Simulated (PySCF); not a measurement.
PySCF input file for C₂H₂ClF, SMILES C=C(F)Cl, PBE-D3(BJ)/def2-SVP. Coordinates come from a PBE-D3(BJ)/def2-SVP optimisation.

```python
import numpy as np
from pyscf import gto, scf, dft, df
from pyscf.hessian import thermo

mol = gto.M(
    atom='''
    C     1.07215330   -1.27569516    0.00000000
    C     0.01276626   -0.45607321    0.00000000
    F    -1.24597493   -0.89444324    0.00000000
    Cl    0.10035823    1.27487060    0.00000000
    H     2.09024282   -0.87045606    0.00000000
    H     0.90792420   -2.36174481    0.00000000
    ''',
    basis='def2-SVP',
    charge=0,
    spin=0,
    max_memory=1600,
    verbose=3,
)
mf = dft.RKS(mol, xc='pbe').density_fit(auxbasis='def2-universal-jkfit')
mf.disp = 'd3bj'
mf.grids.level = 3
mf.conv_tol = 1e-11
mf.max_cycle = 100
mf.kernel()

# [left out here: the lines that compute and print the analytic Hessian (its translational invariance restored by hand, since the grid's response is missing), thermochemistry and intensities]
```

Log of the run:

```
converged SCF energy = -636.767500842154

WARN: DFTD3 does not support analytical Hessian, using finite difference


WARN: Mole.unit (angstrom) is changed to Bohr

Mode                                 0                   1                   2
Irrep
Freq [cm^-1]                      365.6385            425.0437            527.4530
Reduced mass [au]                   3.6290              6.9087              4.5567
Force const [Dyne/A]                0.2859              0.7354              0.7469
Char temp [K]                     526.0724            611.5433            758.8874
Normal mode                   x     y     z       x     y     z       x     y     z
       0   C                -0.01 -0.14 -0.00   -0.08 -0.04 -0.00    0.00  0.00 -0.06
       1   C                 0.10  0.01  0.00   -0.03  0.03  0.00   -0.00 -0.00  0.25
       2   F                 0.08  0.07 -0.00    0.03 -0.15 -0.00   -0.00 -0.00 -0.05
       3  Cl                -0.07  0.02 -0.00    0.03  0.09 -0.00    0.00 -0.00 -0.03
       4   H                 0.08 -0.38  0.00   -0.02 -0.19  0.00   -0.00  0.00  0.02
       5   H                -0.27 -0.10 -0.00   -0.25 -0.01 -0.00    0.00  0.00 -0.39
Mode                                 3                   4                   5
Irrep
Freq [cm^-1]                      678.8514            690.2741            786.3271
Reduced mass [au]                   4.2173              1.1127              1.3358
Force const [Dyne/A]                1.1451              0.3124              0.4866
Char temp [K]                     976.7160            993.1508           1131.3496
Normal mode                   x     y     z       x     y     z       x     y     z
       0   C                -0.08  0.11  0.00    0.00 -0.00  0.01   -0.00  0.00 -0.14
       1   C                -0.01  0.15  0.00    0.00 -0.00 -0.07    0.00  0.00  0.04
       2   F                 0.07 -0.01 -0.00    0.00  0.00  0.04   -0.00 -0.00 -0.00
       3  Cl                 0.00 -0.08 -0.00   -0.00 -0.00 -0.01    0.00 -0.00  0.00
       4   H                 0.01 -0.13 -0.00    0.00 -0.00  0.72    0.00 -0.00  0.59
       5   H                -0.38  0.16 -0.00   -0.00 -0.00 -0.61   -0.00  0.00  0.62
Mode                                 6                   7                   8
Irrep
Freq [cm^-1]                      923.4615           1179.0541           1328.0994
Reduced mass [au]                   2.0365              4.5008              1.1843
Force const [Dyne/A]                1.0232              3.6864              1.2307
Char temp [K]                    1328.6555           1696.3963           1910.8393
Normal mode                   x     y     z       x     y     z       x     y     z
       0   C                 0.14  0.05  0.00   -0.01 -0.08  0.00    0.03 -0.03  0.00
       1   C                 0.04  0.00 -0.00    0.12  0.19 -0.00    0.10 -0.02 -0.00
       2   F                -0.12 -0.02 -0.00   -0.08 -0.04  0.00   -0.03 -0.01  0.00
       3  Cl                 0.00  0.00  0.00   -0.00 -0.01  0.00   -0.00  0.00  0.00
       4   H                 0.34 -0.46 -0.00   -0.05  0.06 -0.00   -0.24  0.63 -0.00
       5   H                -0.34  0.12 -0.00    0.36 -0.13 -0.00   -0.61  0.07 -0.00
Mode                                 9                  10                  11
Irrep
Freq [cm^-1]                     1678.9621           3120.1992           3236.2291
Reduced mass [au]                   7.4254              1.0610              1.1201
Force const [Dyne/A]               12.3325              6.0862              6.9118
Char temp [K]                    2415.6526           4489.2719           4656.2131
Normal mode                   x     y     z       x     y     z       x     y     z
       0   C                -0.14  0.11  0.00   -0.04  0.05 -0.00    0.07  0.07 -0.00
       1   C                 0.18 -0.11 -0.00    0.01 -0.01  0.00    0.00  0.00  0.00
       2   F                -0.03 -0.01  0.00    0.00 -0.00 -0.00   -0.00 -0.00 -0.00
       3  Cl                -0.00  0.01  0.00   -0.00 -0.00  0.00    0.00 -0.00 -0.00
       4   H                -0.07 -0.15 -0.00    0.56  0.23 -0.00   -0.69 -0.27  0.00
       5   H                 0.14  0.10 -0.00   -0.12 -0.75  0.00   -0.08 -0.57  0.00
temperature 298.1500 [K]
pressure 101325.00 [Pa]
Rotational constants [GHz] 10.49944 4.97469 3.37540
Symmetry number 1
Zero-point energy (ZPE) 0.03403 [Eh]   89358.611 [J/mol]
                           tot       elec      trans        rot        vib
Entropy [J/mol/K]       283.349      0.000    163.473    104.660     15.216
Cv [J/mol/K]             55.914      0.000     12.472     12.472     30.970
Cp [J/mol/K]             64.228      0.000     20.786     12.472     30.970
Internal energy [J/mol]                      3718.434   3718.434  92601.447
Internal energy [Eh]   -636.72940  -636.76750
Enthalpy [J/mol]                             6197.391   3718.434  92601.447
Enthalpy [Eh]          -636.72845
Gibbs free energy [J/mol]                  -42541.994 -27485.991  88064.853
Gibbs free energy [Eh] -636.76063
mode   freq/cm-1   IR/(km/mol)
   1      365.64         0.167
   2      425.04         0.497
   3      527.45         0.663
   4      678.85        45.486
   5      690.27         0.085
   6      786.33        56.377
   7      923.46        27.638
   8     1179.05       197.377
   9     1328.10         6.120
  10     1678.96       165.518
  11     3120.20         5.374
  12     3236.23         0.923
max |gradient| / (hartree/bohr): 9.476071516913364e-05
APT charges: [-0.3435  0.96   -0.4977 -0.2875  0.0864  0.0822]
```

Self-consistency was reached.

Cost: roughly 30 core-seconds.
